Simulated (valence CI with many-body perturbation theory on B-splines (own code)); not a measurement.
**E1 line list for Cr10+**

Computed by relativistic CI+MBPT: four valence electrons over a frozen Dirac-Fock core [Ne], a basis of 11 s, 11 p, 9 d, 7 f, 5 g, 2 h, 1 i functions for each j, with the one-electron correlation potential Σ1 (screened to all orders), the two-electron term Σ2, the three-electron term Σ3, Breit, model QED; selected single and double excitations, second order for the rest, scaled by the run's own slope (own B-spline code, finite nucleus).

No measured spectrum was set against this ion. As an estimate, levels of excited configurations hold to 0.05 to 0.15 % of their energy, terms of the ground configuration to about 0.5 %.

Lines 101 to 150 of 226 in falling wavelength, among levels below 703980 cm⁻¹, chosen from the strongest by gf and those to the six lowest levels. Wavelengths and rates use the calculated energies, so an error of 200 cm⁻¹ moves a line at 29.02 nm by 0.058 % and its rate by three times that or more. Electric multipoles are in the length gauge, E1 and E2 with the static RPA response of the core. Weak lines are less certain than strong ones. Lines between different terms over intervals too small for the method are left out, as are lines whose strength nearly cancels. The highest levels of a list are the least certain.

Names give the largest LS component (configuration and term), which can be under half, so a name can repeat, a term be missing and a line seem to break the LS rules; names also repeat where a configuration has a term twice. Letters in brackets count levels of one name in rising energy.

| λ vac (nm) | Upper | Lower | A (s⁻¹) | S (a.u.) with core polarisation | S without |
| --- | --- | --- | --- | --- | --- |
| 29.02 | 3s.3p2.3d 3P_1 [a] | 3s.3p3 3P°_1 | 9.59e+08 | 3.47e-02 | 3.61e-02 |
| 29.00 | 3s.3p3 3S°_1 | 3s2.3p2 3P_2 | 2.67e+10 | 9.64e-01 | 1.00e+00 |
| 29.00 | 3s.3p2.3d 3P_1 [a] | 3s.3p3 3P°_0 | 2.21e+09 | 7.99e-02 | 8.30e-02 |
| 28.95 | 3s.3p2.3d 3D_3 [a] | 3s.3p3 1D°_2 | 8.81e+08 | 7.39e-02 | 7.66e-02 |
| 28.71 | 3s.3p2.3d 3P_0 [a] | 3s.3p3 3P°_1 | 9.63e+09 | 1.12e-01 | 1.17e-01 |
| 28.55 | 3s2.3p.3d 3P°_1 | 3s2.3p2 1S_0 | 3.62e+07 | 1.25e-03 | 1.29e-03 |
| 28.47 | 3s.3p3 3S°_1 | 3s2.3p2 3P_1 | 1.43e+10 | 4.90e-01 | 5.08e-01 |
| 28.25 | 3p4 1D_2 | 3s.3p3 5S°_2 | 3.12e+05 | 1.74e-05 | 1.80e-05 |
| 28.24 | 3s.3p2.3d 1F_3 | 3s.3p3 1D°_2 | 1.05e+10 | 8.13e-01 | 8.43e-01 |
| 28.04 | 3s2.3p.3d 3F°_2 | 3s2.3p2 3P_2 | 5.26e+07 | 2.86e-03 | 2.96e-03 |
| 28.02 | 3s.3p3 3S°_1 | 3s2.3p2 3P_0 | 5.46e+09 | 1.78e-01 | 1.85e-01 |
| 27.85 | 3s2.3p.3d 3D°_1 | 3s2.3p2 1S_0 | 1.21e+07 | 3.87e-04 | 4.00e-04 |
| 27.71 | 3s.3p3 1P°_1 | 3s2.3p2 3P_2 | 1.19e+09 | 3.75e-02 | 3.90e-02 |
| 27.70 | 3s2.3p.3d 3F°_3 | 3s2.3p2 3P_2 | 1.43e+08 | 1.05e-02 | 1.08e-02 |
| 27.54 | 3s2.3p.3d 3F°_2 | 3s2.3p2 3P_1 | 5.38e+07 | 2.77e-03 | 2.86e-03 |
| 27.52 | 3s.3p2.3d 5F_1 | 3s.3p3 5S°_2 | 5.36e+05 | 1.65e-05 | 1.71e-05 |
| 27.41 | 3s.3p2.3d 5F_2 | 3s.3p3 5S°_2 | 3.47e+06 | 1.77e-04 | 1.82e-04 |
| 27.25 | 3s.3p2.3d 5F_3 | 3s.3p3 5S°_2 | 6.50e+06 | 4.54e-04 | 4.68e-04 |
| 27.22 | 3s.3p3 1P°_1 | 3s2.3p2 3P_1 | 3.37e+09 | 1.01e-01 | 1.05e-01 |
| 26.82 | 3s.3p3 1P°_1 | 3s2.3p2 3P_0 | 6.42e+08 | 1.83e-02 | 1.90e-02 |
| 26.82 | 3s.3p2.3d 3D_1 [b] | 3s.3p3 1D°_2 | 1.19e+09 | 3.40e-02 | 3.52e-02 |
| 26.80 | 3s.3p2.3d 3P_2 [a] | 3s.3p3 3D°_3 | 1.86e+10 | 8.86e-01 | 9.18e-01 |
| 26.80 | 3s.3p2.3d 3D_3 [a] | 3s.3p3 3P°_2 | 6.30e+08 | 4.18e-02 | 4.34e-02 |
| 26.70 | 3s.3p2.3d 3P_2 [a] | 3s.3p3 3D°_2 | 7.34e+09 | 3.44e-01 | 3.57e-01 |
| 26.69 | 3s.3p2.3d 3P_2 [a] | 3s.3p3 3D°_1 | 7.78e+08 | 3.65e-02 | 3.78e-02 |
| 26.56 | 3s.3p2.3d 1P_1 | 3s.3p3 1D°_2 | 2.92e+10 | 8.10e-01 | 8.40e-01 |
| 26.45 | 3s.3p2.3d 3D_3 [b] | 3s.3p3 1D°_2 | 1.20e+09 | 7.68e-02 | 7.95e-02 |
| 26.28 | 3s.3p2.3d 3P_1 [a] | 3s.3p3 3D°_2 | 1.43e+10 | 3.85e-01 | 3.99e-01 |
| 26.27 | 3s.3p2.3d 3P_1 [a] | 3s.3p3 3D°_1 | 9.63e+09 | 2.59e-01 | 2.68e-01 |
| 26.18 | 3s.3p2.3d 1F_3 | 3s.3p3 3P°_2 | 1.89e+09 | 1.17e-01 | 1.21e-01 |
| 26.18 | 3s2.3p.3d 3P°_2 [a] | 3s2.3p2 1D_2 | 1.60e+10 | 7.09e-01 | 7.35e-01 |
| 26.15 | 3s.3p2.3d 5D_1 | 3s.3p3 5S°_2 | 8.64e+07 | 2.29e-03 | 2.36e-03 |
| 26.10 | 3s.3p2.3d 5D_2 | 3s.3p3 5S°_2 | 2.27e+08 | 9.97e-03 | 1.03e-02 |
| 26.03 | 3s.3p2.3d 5D_3 | 3s.3p3 5S°_2 | 3.08e+08 | 1.88e-02 | 1.94e-02 |
| 26.01 | 3s.3p2.3d 3P_0 [a] | 3s.3p3 3D°_1 | 2.23e+10 | 1.94e-01 | 2.01e-01 |
| 25.75 | 3s2.3p.3d 3P°_1 | 3s2.3p2 1D_2 | 4.98e+08 | 1.26e-02 | 1.31e-02 |
| 25.63 | 3s2.3p.3d 3P°_2 [b] | 3s2.3p2 1D_2 | 3.05e+10 | 1.27e+00 | 1.31e+00 |
| 25.40 | 3s.3p2.3d 3S_1 | 3s.3p3 1D°_2 | 1.48e+09 | 3.59e-02 | 3.71e-02 |
| 25.21 | 3s.3p2.3d 3D_1 [c] | 3s.3p3 1D°_2 | 1.58e+09 | 3.74e-02 | 3.87e-02 |
| 25.18 | 3s2.3p.3d 3D°_1 | 3s2.3p2 1D_2 | 4.89e+08 | 1.16e-02 | 1.19e-02 |
| 25.11 | 3s.3p2.3d 3F_3 [b] | 3s.3p3 3P°_2 | 7.13e+08 | 3.90e-02 | 4.04e-02 |
| 25.05 | 3s2.3p.3d 3D°_2 | 3s2.3p2 1D_2 | 2.00e+09 | 7.77e-02 | 8.04e-02 |
| 25.03 | 3s2.3p.3d 3D°_3 | 3s2.3p2 1D_2 | 1.18e+09 | 6.40e-02 | 6.62e-02 |
| 24.94 | 3s.3p2.3d 3D_1 [b] | 3s.3p3 3P°_1 | 4.60e+09 | 1.06e-01 | 1.09e-01 |
| 24.92 | 3s.3p2.3d 3D_1 [b] | 3s.3p3 3P°_0 | 1.05e+10 | 2.41e-01 | 2.50e-01 |
| 24.89 | 3s.3p2.3d 3F_2 [a] | 3s.3p3 5S°_2 | 2.45e+06 | 9.33e-05 | 9.63e-05 |
| 24.85 | 3s.3p2.3d 3D_2 [b] | 3s.3p3 3P°_2 | 1.68e+09 | 6.37e-02 | 6.58e-02 |
| 24.83 | 3s.3p2.3d 3D_2 [b] | 3s.3p3 3P°_1 | 1.53e+10 | 5.80e-01 | 5.99e-01 |
| 24.73 | 3s.3p2.3d 1P_1 | 3s.3p3 3P°_2 | 2.22e+09 | 4.96e-02 | 5.14e-02 |
| 24.72 | 3s.3p2.3d 3F_3 [a] | 3s.3p3 5S°_2 | 1.97e+07 | 1.03e-03 | 1.06e-03 |
